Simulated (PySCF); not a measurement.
CH5FO2Si2. Atoms are numbered in the order given.

```xyz
11

O      1.1295     1.1494     0.9153
C      1.8725     0.9300    -0.0075
O      1.6557     0.0222    -0.9581
Si     0.2521    -0.9974    -0.9082
Si    -1.5793     0.0934     0.0836
F     -1.5525    -0.1338     1.6963
H      2.8282     1.4688    -0.1763
H      0.0248    -1.3303    -2.3391
H      0.6260    -2.2291    -0.1596
H     -2.8341    -0.5450    -0.4162
H     -1.6078     1.5424    -0.2437
```
Charge 0, spin multiplicity 1.

Geometry: B3LYP-D3(BJ)/def2-SVP. This is a generated structure with no PubChem entry under its InChIKey; it may be hypothetical. One conformer was computed; it need not be the lowest.

Computed with SMD-M06-2X/6-31G* in PySCF.

Solvation free energies are E(SMD) − E(gas) at the gas-phase geometry, for 1 M in both phases. In vacuum the dipole moment is 2.60 D.

```csv
solvent,ΔG(solv) (kcal/mol),its non-electrostatic (CDS) part,dipole (D)
water,-1.3,5.9,3.44
methanol,-3.7,3.3,3.41
1-octanol,-2.8,3.1,3.28
```
